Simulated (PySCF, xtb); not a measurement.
Si(Cl)3(NH2) (Cl3H2NSi), SMILES N[Si](Cl)(Cl)Cl. Other conformers were not sampled.

Harmonic wavenumbers (cm⁻¹) from xtb 6.7.1 with GFN2-xTB at its own minimum, in rising order: 110, 121, 168, 190, 205, 211, 396, 409, 510, 524, 807, 921, 1488, 3484, 3521.

Q: What does B3LYP-D3(BJ)/def2-SVP run with PySCF 2.14.0 give at its own minimum? (An estimate is asked for; the answer gives what the named calculation found.)

A: 101, 148, 203, 230, 254, 286, 325, 454, 593, 596, 831, 917, 1523, 3575, 3676. Paired by order, the mean absolute difference is 55 cm⁻¹ and the zero-point energies are 18.7 and 19.6 kcal/mol.
